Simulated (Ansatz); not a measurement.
Consider the silylene formation by 1,1-elimination: `CN[SiH](C)F` → `C[Si]F` + CH₃NH₂.

Calculated with Ansatz (gas phase, PBE0-D4/def2-TZVP geometries, no zero-point term in ΔE). CCSD(T)/CBS adds triple-zeta CCSD(T) − MP2 to the extrapolated MP2 energy (def2 sets, frozen cores). This one scheme is used for every species. Functionals use def2-TZVPP. Each species was taken in one conformer, which may not be the lowest.

**Question.** Is it downhill or uphill in electronic energy at CCSD(T)/CBS, and by how much? (An estimate is asked.)

**Answer.** Ansatz gave: Uphill: ΔE = +2.80 eV.

**Question.** What do these levels give: LDA (SPW92), BLYP-D4, PBE0-D4, B2PLYP, MP2/def2-SVP, CCSD(T)/def2-TZVPP? (Best estimate.)

**Answer.** The calculation gave: LDA (SPW92) 2.98, BLYP-D4 2.56, PBE0-D4 2.85, B2PLYP 2.72, MP2/def2-SVP 2.86, CCSD(T)/def2-TZVPP 2.76 eV.

Largest T1 diagnostic among the species: 0.014.

At CCSD(T), def2-SVP lies −0.16 eV from the extrapolated value and def2-TZVPP −0.04 eV. From PBE to PBE0 (25 % exact exchange), in def2-TZVPP and without D4, ΔE moves by +0.19 eV.
